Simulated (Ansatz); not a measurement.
Cartesian coordinates in Å:
```
B -0.469 0.234 -0.979
C -0.520 -0.992 0.005
O 0.354 -0.573 1.084
Si 0.762 0.930 0.448
H -1.014 0.400 -2.023
H -1.529 -1.207 0.388
H -0.158 -1.930 -0.443
H 0.351 2.063 1.327
H 2.224 1.075 0.193
```

Total charge 0; spin multiplicity 1.

(1) List the PBE/def2-TZVPP orbital energies in eV (Ansatz 0.2.0). (Estimate.)

## Answers

(1) Ansatz gave: Occupied: -1779.82, -509.99, -270.14, -177.60, -137.52, -94.29, -94.23, -94.23, -25.05, -16.78, -13.74, -11.47, -11.23, -10.74, -9.88, -8.59, -7.03, -6.50, -6.48. Lowest empty: -3.29, -0.91, 0.27, 0.77, 1.35, 1.79, 1.79, 2.46.
